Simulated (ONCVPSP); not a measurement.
## Building the ONCV potential for Tm (LDA (Perdew-Zunger), scalar-relativistic).

The input file (ONCVPSP 4.0.1):

```
# ATOM AND REFERENCE CONFIGURATION
# atsym  z   nc   nv     iexc    psfile
  Tm 69.00   11    3        3      upf
#
#   n    l    f
    1    0    2.00
    2    0    2.00
    2    1    6.00
    3    0    2.00
    3    1    6.00
    3    2   10.00
    4    0    2.00
    4    1    6.00
    4    2   10.00
    5    0    2.00
    5    1    6.00
    4    3   13.00
    6    0    1.75
    6    1    0.25
#
# PSEUDOPOTENTIAL AND OPTIMIZATION
# lmax
    3
#
#   l,   rc,      ep,       ncon, nbas, qcut
    0    3.20    0.00    4    7    2.00
    1    3.55    0.00    5    8    2.30
    2    3.80    0.03    4    8    2.90
    3    1.00    0.00    4    8   20.00
#
# LOCAL POTENTIAL
# lloc, lpopt,  rc(5),   dvloc0
    4    2    1.00    0.00
#
# VANDERBILT-KLEINMAN-BYLANDER PROJECTORs
# l, nproj, debl
    0    2    2.80
    1    1    0.70
    2    3    1.90
    3    3    3.50
#
# MODEL CORE CHARGE
# icmod, fcfact, rcfact
    2    0.75    0.75
#
# LOG DERIVATIVE ANALYSIS
# epsh1, epsh2, depsh
   -2.00    5.00    0.02
#
# OUTPUT GRID
# rlmax, drl
    6.00    0.01
#
# TEST CONFIGURATIONS
# ncnf
    4
# nvcnf
#   n    l    f
    3
    4    3   13.00
    6    0    2.00
    6    1    0.00
#
    3
    4    3   13.00
    6    0    1.00
    6    1    0.00
#
    3
    4    3   13.00
    6    0    0.00
    6    1    0.00
#
    4
    4    3   12.00
    6    0    1.00
    6    1    0.00
    5    2    1.00
#
```

Command:

```bash
oncvpsp.x < Tm.dat > Tm.out
```

Resulting log (shortened: citation, most of the input echo, consistency checks and plot data are left out):

```
ONCVPSP  (Optimized Norm-Conservinng Vanderbilt PSeudopotential)
scalar-relativistic version 4.0.1

#   n    l    f        energy (Ha)
    1    0    2.00    -2.1770131E+03
    2    0    2.00    -3.6734919E+02
    2    1    6.00    -3.2446885E+02
    3    0    2.00    -8.2550933E+01
    3    1    6.00    -6.9568265E+01
    3    2   10.00    -5.3512542E+01
    4    0    2.00    -1.6251207E+01
    4    1    6.00    -1.1983081E+01
    4    2   10.00    -6.3158187E+00
    5    0    2.00    -1.9829625E+00
    5    1    6.00    -1.0094027E+00
    4    3   13.00    -1.3681947E-01
    6    0    1.75    -1.5742194E-01
    6    1    0.25    -5.0417909E-02

Reference configufation results
  iterations    43
  all-electron total energy (Ha)   -1.35590048D+04

Begin loop to  construct optimized pseudo wave functions
and semi-local pseudopoentials for all angular momenta

   Wellstate for l =  0  n =  9
     eigenvalue =   2.6426
     asymptotic potential =   3.1426
     half-point radius =  5.3594

Calculating optimized projector #   1

 for l=   0

    Fraction of norm inside rc  0.345502
    Optimizing pswf for qcut=   2.00 a_B^-1,  ecut=   2.00 Ha
    Residual kinetic energy error=  1.23D-03 Ha

    Energy error per electron        Cutoff
         Ha          eV             Ha
         0.01000     0.27211        1.18
         0.00100     0.02721        2.24
         0.00010     0.00272        8.56
         0.00001     0.00027       11.25

Calculating optimized projector #   2

 for l=   0

    Fraction of norm inside rc  0.200917
    Optimizing pswf for qcut=   2.00 a_B^-1,  ecut=   2.00 Ha
    Residual kinetic energy error=  3.98D-01 Ha

    Energy error per electron        Cutoff
         Ha          eV             Ha
         0.01000     0.27211       12.67
         0.00100     0.02721       16.03
         0.00010     0.00272       18.64
         0.00001     0.00027       23.86

Calculating optimized projector #   1

 for l=   1

    Fraction of norm inside rc  0.144887
    Optimizing pswf for qcut=   2.30 a_B^-1,  ecut=   2.65 Ha
    Residual kinetic energy error=  3.70D-04 Ha

    Energy error per electron        Cutoff
         Ha          eV             Ha
         0.01000     0.27211        0.26
         0.00100     0.02721        1.01
         0.00010     0.00272       11.23
         0.00001     0.00027       14.94

WARNING wellstate: localized bound state found for n= 5 l= 2
WARNING this state with energy -0.04583298
WARNING will be used for the first projector

   Wellstate for l =  2  n =  8
     eigenvalue =   1.8542
     asymptotic potential =   2.3542
     half-point radius =  5.9706

   Wellstate for l =  2  n = 10
     eigenvalue =   3.7542
     asymptotic potential =   4.2542
     half-point radius =  6.2198

Calculating optimized projector #   1

 for l=   2

    Fraction of norm inside rc  0.652539
    Optimizing pswf for qcut=   2.90 a_B^-1,  ecut=   4.21 Ha
    Residual kinetic energy error=  7.12D-04 Ha

    Energy error per electron        Cutoff
         Ha          eV             Ha
         0.01000     0.27211        3.13
         0.00100     0.02721        4.15
         0.00010     0.00272       13.17
         0.00001     0.00027       16.99

Calculating optimized projector #   2

 for l=   2

    Fraction of norm inside rc  0.267784
    Optimizing pswf for qcut=   2.90 a_B^-1,  ecut=   4.21 Ha
    Residual kinetic energy error=  7.76D-02 Ha

    Energy error per electron        Cutoff
         Ha          eV             Ha
         0.01000     0.27211        9.06
         0.00100     0.02721       19.86
         0.00010     0.00272       23.78
         0.00001     0.00027       33.00

Calculating optimized projector #   3

 for l=   2

    Fraction of norm inside rc  0.201415
    Optimizing pswf for qcut=   2.90 a_B^-1,  ecut=   4.21 Ha
    Residual kinetic energy error=  1.19D+00 Ha

    Energy error per electron        Cutoff
         Ha          eV             Ha
         0.01000     0.27211        7.52
         0.00100     0.02721       16.49
         0.00010     0.00272       24.88
         0.00001     0.00027       27.29

   Wellstate for l =  3  n =  6
     eigenvalue =   3.3632
     asymptotic potential =   3.8632
     half-point radius =  2.8089

   Wellstate for l =  3  n =  7
     eigenvalue =   6.8632
     asymptotic potential =   7.3632
     half-point radius =  2.5597

Calculating optimized projector #   1

 for l=   3

    Fraction of norm inside rc  0.756183
    Optimizing pswf for qcut=  19.99 a_B^-1,  ecut= 199.88 Ha
    Residual kinetic energy error=  5.88D-05 Ha

    Energy error per electron        Cutoff
         Ha          eV             Ha
         0.01000     0.27211      134.44
         0.00100     0.02721      155.30
         0.00010     0.00272      178.20

Calculating optimized projector #   2

 for l=   3

    Fraction of norm inside rc  0.048926
    Optimizing pswf for qcut=  19.99 a_B^-1,  ecut= 199.88 Ha
    Residual kinetic energy error=  1.74D-07 Ha

    Energy error per electron        Cutoff
         Ha          eV             Ha
         0.01000     0.27211      121.21
         0.00100     0.02721      145.56
         0.00010     0.00272      164.65
         0.00001     0.00027      179.65

Calculating optimized projector #   3

 for l=   3

    Fraction of norm inside rc  0.053303
    Optimizing pswf for qcut=  19.99 a_B^-1,  ecut= 199.88 Ha
    Residual kinetic energy error=  7.49D-07 Ha

    Energy error per electron        Cutoff
         Ha          eV             Ha
         0.01000     0.27211      129.28
         0.00100     0.02721      153.68
         0.00010     0.00272      172.44
         0.00001     0.00027      186.60

Construct Vanderbilt / Kleinmman-Bylander projectors

B matrix Hermiticity error, ll=   0
   1   2    8.1445E-05

  Orthonormal projector coefficients  9.1067E+00  1.0212E+00

B matrix Hermiticity error, ll=   2
   1   2    5.8892E-05
   1   3    1.4338E-04
   2   3   -9.7657E-05

  Orthonormal projector coefficients  4.5750E+00 -1.6145E+00 -7.9818E-01

B matrix Hermiticity error, ll=   3
   1   2   -8.0025E-04
   1   3    1.2784E-03
   2   3    2.7346E-04

  Orthonormal projector coefficients -5.1121E+01 -2.2067E+01 -3.9767E+00

Model core correction analysis
  based on d2Exc/dn_idn_j

d2excae - all-electron derivatives

   -1.913571D-02   -1.307315D-03   -4.980295D-04
   -1.307067D-03   -2.568294D-02   -1.964974D-02
   -4.979194D-04   -1.961576D-02   -2.989821D-02

d2excps - pseudofunction derivatives with no core correction

   -4.370391D-02   -1.603704D-03   -4.470305D-04
   -1.603165D-03   -2.946240D-02   -2.091450D-02
   -4.468996D-04   -2.088243D-02   -3.032664D-02

rms 2nd derivative error    8.309627E-03

amplitude prefactor, scale prefactor
   25.4406    1.0430

d2excps - pseudofunction derivatives with core correction

   -4.099258D-02   -1.076594D-03   -3.283437D-04
   -1.076319D-03   -2.642813D-02   -2.010983D-02
   -3.282176D-04   -2.007652D-02   -3.009513D-02

rms 2nd derivative error    7.294633E-03

Pseudoatom total energy -102.594017

Diagnostic tests using Vanderbilt-Kleinman-Bylander pseudopotentials
  1 or more projectors used as specified by nproj input data

   l    rcore       rmatch      e in        delta e   norm test  slope test

   0   3.2028236   3.3000682  -0.1574219  -0.0000002   1.0000095   1.0000369
   0   3.2028236   3.3000682   2.6425781   0.0000228   1.0002197   1.0002197

   1   3.5669471   3.6752474  -0.0504179   0.0000001   1.0000018   1.0000004

   2   3.8095568   3.9252232  -0.0458330   0.0000000   0.9999662   0.9999667
   2   3.8095568   3.9252232   1.8541670   0.0000073   1.0001593   1.0001593
   2   3.8095568   3.9252232   3.7541670   0.0000012   0.9999412   0.9999412

   3   1.0035171   1.0339860  -0.1368195   0.0000215   1.0004096   1.0003610
   3   1.0035171   1.0339860   3.3631805   0.0001326   1.0007405   1.0007405
   3   1.0035171   1.0339860   6.8631805   0.0005544   1.0007470   1.0007470

 Testing for bound ghosts
   n   l    E NL Schr. Eq   E Basis Diag.   E Cutoff

       0                       -2.429715     18.18  WARNING - GHOST(-)
   1   0       -0.157422       -0.156104     18.18

       1                       -3.107075     17.26  WARNING - GHOST(-)
   2   1       -0.050418       -0.044242     17.26

   3   2       -0.045833       -0.045043     30.52

   4   3       -0.136798       -0.127402    490.13

 Testing for highly-localized positive-energy ghosts
       l    <radius>/rc     E Basis Diag.   E Cutoff

       0        0.620113        3.022786     18.18  WARNING - GHOST(+)

Test configuration 0

   n   l     f        eae           eps        diff
   1   0  2.0000-2177.01307886
   2   0  2.0000 -367.34919249
   2   1  6.0000 -324.46885126
   3   0  2.0000  -82.55093345
   3   1  6.0000  -69.56826455
   3   2 10.0000  -53.51254243
   4   0  2.0000  -16.25120739
   4   1  6.0000  -11.98308077
   4   2 10.0000   -6.31581874
   5   0  2.0000   -1.98296255
   5   1  6.0000   -1.00940274
   4   3 13.0000   -0.13681947   -0.13679794    2.15D-05
   6   0  1.7500   -0.15742194   -0.15742215   -2.06D-07
   6   1  0.2500   -0.05041791   -0.05041778    1.33D-07

    Total energies and differences
      AE_ref= -1.35590048D+04  AE_tst= -1.35590048D+04  dif=  0.00D+00
      PS_ref= -1.02594017D+02  PS_tst= -1.02594017D+02  dif= -2.10D-10
      PSP excitation error=  2.10D-10

Test configuration 1

   n   l     f        eae           eps        diff
   1   0  2.0000-2176.99806906
   2   0  2.0000 -367.33429801
   2   1  6.0000 -324.45394430
   3   0  2.0000  -82.53621967
   3   1  6.0000  -69.55354795
   3   2 10.0000  -53.49780621
   4   0  2.0000  -16.23639037
   4   1  6.0000  -11.96822999
   4   2 10.0000   -6.30092007
   5   0  2.0000   -1.96748384
   5   1  6.0000   -0.99405043
   4   3 13.0000   -0.12182399   -0.12152442    3.00D-04
   6   0  2.0000   -0.14835914   -0.14833755    2.16D-05

    Total energies and differences
      AE_ref= -1.35590048D+04  AE_tst= -1.35590315D+04  dif= -2.67D-02
      PS_ref= -1.02594017D+02  PS_tst= -1.02620532D+02  dif= -2.65D-02
      PSP excitation error= -1.73D-04

Test configuration 2

   n   l     f        eae           eps        diff
   1   0  2.0000-2177.24656583
   2   0  2.0000 -367.58179040
   2   1  6.0000 -324.70157762
   3   0  2.0000  -82.78232403
   3   1  6.0000  -69.79968023
   3   2 10.0000  -53.74407123
   4   0  2.0000  -16.48309313
   4   1  6.0000  -12.21515542
   4   2 10.0000   -6.54815528
   5   0  2.0000   -2.21809813
   5   1  6.0000   -1.24389787
   4   3 13.0000   -0.36961000   -0.36875782    8.52D-04
   6   0  1.0000   -0.34719230   -0.34719314   -8.42D-07

    Total energies and differences
      AE_ref= -1.35590048D+04  AE_tst= -1.35587849D+04  dif=  2.20D-01
      PS_ref= -1.02594017D+02  PS_tst= -1.02374925D+02  dif=  2.19D-01
      PSP excitation error=  8.23D-04

Test configuration 3

psatom: WARNING lschvkbb convergence error n,l,iter=   2   1  37
ea(ii),et,emin,emax -2.687013E-01 -2.774612E-01 -2.774612E-01 -2.774612E-01
run_config: WARNING for fully non-local PS atom, stg. 1
 WARNING no output for configuration 4

Test configuration 4

psatom: WARNING lschvkbb convergence error n,l,iter=   4   3   3
ea(ii),et,emin,emax -1.367979E-01 -1.504777E-01 -1.504777E-01 -1.504777E-01
run_config: WARNING for fully non-local PS atom, stg. 1
 WARNING no output for configuration 5
```

Note: ghosts flagged at negative energy: s at -66.1 eV, p at -84.5 eV; GHOST(+) flagged for s at 82.3 eV. A true bound ghost makes a file unfit for plane-wave use.

The run took about 5.7 s on one core of a shared server CPU.
